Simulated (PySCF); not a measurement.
**TDDFT excited states: C6H9FSi**

Species: C₆H₉FSi.
InChI=1S/C6H9FSi/c1-2-8-5-3-4-6(8)7/h3-5,8H,2H2,1H3/t8-/m1/s1

Level of theory: TDDFT B3LYP/def2-SVPD, vertical, gas phase, core orbitals frozen in the response (PySCF 2.14.0, density-fitted response routines). The structure is a single GFN2-xTB conformer in the gas phase; no vibrational or solvent corrections. Torsions of this conformer, `[CH3:1][CH2:2][Si@@H:3]1[CH:4]=[CH:5][CH:6]=[C:7]1[F:8]`: C1–C2–Si3–C4 -75°.

Problem. Predict the UV-vis stick spectrum at this level.

Solution. 

```
state  E (eV)  λ (nm)  ν̃ (cm⁻¹)       f  |μ| (D)  main configurations (H = HOMO, L = LUMO)
   S1    4.07   305.0      32790   0.048     1.76                                 H→L (98%)
   S2    5.38   230.2      43430  0.0000     0.03                               H-2→L (96%)
   S3    5.73   216.4      46200   0.018     0.90     H→L+1 (58%), H→L+2 (26%), H-1→L (14%)
   S4    5.83   212.6      47040   0.049     1.49                  H-1→L (72%), H→L+1 (14%)
   S5    6.03   205.6      48640  0.0057     0.50                  H→L+2 (69%), H→L+1 (25%)
   S6    6.08   203.9      49060  0.0016     0.26                               H→L+3 (98%)
   S7    6.29   197.2      50720   0.018     0.86                  H-3→L (68%), H→L+4 (24%)
   S8    6.61   187.5      53320   0.054     1.47      H→L+4 (56%), H→L+6 (13%), H-3→L (8%)
```

Triplets, Tamm–Dancoff:

```tsv
state	E (eV)	λ (nm)	main configurations (H = HOMO, L = LUMO)
T1	2.51	494.0	H→L (97%)
T2	4.81	257.6	H-1→L (32%), H-3→L (17%), H→L+4 (14%)
T3	4.99	248.4	H-2→L (96%)
```

The lowest singlet comes at 305 nm (392 kJ/mol) in the ultraviolet; it is of moderate strength; its leading configuration is HOMO→LUMO (98%). The strongest level in the table is S8 at 6.61 eV (188 nm, f = 0.054). It is the last of those listed, so stronger ones may follow. Löwdin shares by element: HOMO carbon 82% or more (atoms not listed hold the other 18%); LUMO carbon 71% or more (atoms not listed hold the other 29%). Orbital energies (eV): HOMO-3 -8.95, HOMO-2 -8.35, HOMO-1 -8.31, HOMO -6.27, LUMO -1.67, LUMO+1 0.33, LUMO+2 0.55. The oscillator strengths of these states sum to 0.193; summed over the whole spectrum of an exact calculation they would give the number of electrons, 68 (Thomas–Reiche–Kuhn). The listed states span 2.55 eV, and the widest gap between neighbours is 1.32 eV (S1 to S2). No computed singlet lies in the visible range (380 to 750 nm); the lowest, at 305 nm, stands 0.80 eV above its violet end (3.26 eV); a Tamm–Dancoff triplet lies at 494 nm, without intensity as long as spin–orbit coupling is left out. Only the lowest 8 singlets were computed, as vertical energies without vibronic structure.
